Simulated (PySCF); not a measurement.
Worked example: entropy of an ideal gas

BH2N, SMILES N=B.

Coordinates come from a PBE0-D3(BJ)/def2-TZVPD optimisation.

PBE0-D3(BJ)/def2-TZVPD in PySCF gives the harmonic wavenumbers 493, 493, 751, 751, 1858, 2886, 3891 cm⁻¹ and the rotational temperature 1.6018 K. The molar mass is 26.83 g/mol, the symmetry number 1, the spin multiplicity 1.

Question: Work out the entropy at 298.15 K and 1 atm in the rigid-rotor, harmonic-oscillator model.

Answer: 
Translation (Sackur–Tetrode at 1 atm): S = R[1.5 ln M + 2.5 ln T − 1.16487] = 149.8 J/(mol K).
Rotation: q = T/(σ θ) = 186, S = R[ln q + 1] = 51.8 J/(mol K).
Vibration: with u = 1.4388 ν/T, each mode gives R[u/(e^u − 1) − ln(1 − e^−u)]:
| ν (cm⁻¹) | modes | u | S (J/(mol K)) |
|---|---|---|---|
| 493 | 2 | 2.38 | 5.66 |
| 751 | 2 | 3.62 | 2.10 |
| 1858 | 1 | 8.97 | 0.01 |
The stiffer modes add less than 0.005 each. Sum 7.8 J/(mol K).
Spin: R ln 1 = 0.0 J/(mol K).
Total 209.3 J/(mol K); the program's own thermochemistry gives 209.3. Translation makes up 72 % and vibration 4 %. Anharmonicity, hindered rotation and orbital degeneracy are left out.
